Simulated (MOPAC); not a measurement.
MOPAC input (PM6):

```
PM6 1SCF GEO-OK AUX(PRECISION=9) THREADS=1
O2Zr

Zr   -0.18544821 1    0.12855980 1   -0.19408017 1
O     1.56263140 1   -0.09477859 1   -0.41481558 1
O    -0.63539036 1   -0.54802043 1    1.38521642 1
```

From the output:

```
                                                       MOPAC v23.2.5 Linux

          FINAL HEAT OF FORMATION =        -70.24360 KCAL/MOL =    -293.89923 KJ/MOL

          COSMO AREA              =        144.10 SQUARE ANGSTROMS
          COSMO VOLUME            =        159.64 CUBIC ANGSTROMS

          IONIZATION POTENTIAL    =          9.316350 EV
          HOMO LUMO ENERGIES (EV) =         -9.316 -1.843
          NO. OF FILLED LEVELS    =          8
          MOLECULAR WEIGHT        =        123.2188         POINT GROUP:  C2v

          MOLECULAR DIMENSIONS (Angstroms)

            Atom       Atom       Distance
            O     3    O     2     2.87695
            O     2   Zr     1     1.04172
            O     3   Zr     1     0.00000

          SCF CALCULATIONS        =          1

   ATOM   CHEMICAL          X               Y               Z
  NUMBER   SYMBOL      (ANGSTROMS)     (ANGSTROMS)     (ANGSTROMS)

     1      Zr         -0.18544821  *   0.12855980  *  -0.19408017  *
     2       O          1.56263140  *  -0.09477859  *  -0.41481558  *
     3       O         -0.63539036  *  -0.54802043  *   1.38521642  *

                             CARTESIAN COORDINATES

   1   Zr       -0.185448210     0.128559800    -0.194080170
   2    O        1.562631400    -0.094778590    -0.414815580
   3    O       -0.635390360    -0.548020430     1.385216420

           Empirical Formula: O2 Zr  =     3 atoms

      MOLECULAR POINT GROUP   :   C2v

                  EIGENVALUES
 -25.64822 -24.26280 -12.06516 -11.20577 -11.05206  -9.64988  -9.45889  -9.31635
  -1.84319  -0.01808  -0.00131   1.69319   3.38789   4.81816   5.46463   7.09710
   9.29222

              NET ATOMIC CHARGES AND DIPOLE CONTRIBUTIONS

  ATOM NO.   TYPE          CHARGE      No. of ELECS.   s-Pop       p-Pop       d-Pop
    1         Zr           1.204320        2.7957     0.15654     0.79332     1.84582
    2          O          -0.602160        6.6022     1.69181     4.91035
    3          O          -0.602160        6.6022     1.69181     4.91035
 DIPOLE           X         Y         Z       TOTAL
 POINT-CHG.    -3.755     2.603    -3.929     6.026
 HYBRID        -3.085     2.139    -3.228     4.951
 SUM           -6.839     4.741    -7.158    10.977

          ATOMIC ORBITAL ELECTRON POPULATIONS

     Atom    s        px        py        pz      x^2-y^2     xz        z^2       yz        xy
    1 Zr   0.15654   0.31642   0.19835   0.27854   0.27593   0.46727   0.40308   0.28201   0.41754
    2  O   1.69181   1.83216   1.52468   1.55352
    3  O   1.69181   1.57545   1.56137   1.77353

 **********************
 *                    *
 * JOB ENDED NORMALLY *
 *                    *
 **********************

 == MOPAC DONE ==
```

The geometry given is a B3LYP-D3(BJ)/def2-TZVP minimum.
